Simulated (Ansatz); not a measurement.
Basis-set extrapolation for CHBOS2, SMILES `O=C1SB1S` (PBE0-D4/def2-TZVP geometry, frozen core, the Gaussian-basis code of Ansatz). Multiplicity 1, RHF reference.

```
                      def2-TZVPP   def2-QZVPP
                 HF  -933.156261  -933.183947
    MP2 correlation    -0.823330    -0.886900
CCSD(T) correlation    -0.893867      not run
```

Energies in hartree. Use E(X) = E(∞) + A·exp(−7.88·√X) for Hartree–Fock and E(X) = E(∞) + B·X^(−2.97) for correlation, with X = 3 and 4, and add CCSD(T) minus MP2 of the smaller set to the MP2 limit.

Task: What is the CCSD(T) energy at the basis-set limit?

Result: HF limit: -933.183947 + (-0.027686) × 0.13774 = -933.18776. MP2 limit: -0.886900 + (-0.063570) × 0.74074 = -0.93399. Higher-order term: -0.893867 − (-0.823330) = -0.07054. Total: -934.19229 hartree, 3.87 eV below CCSD(T)/def2-TZVPP.
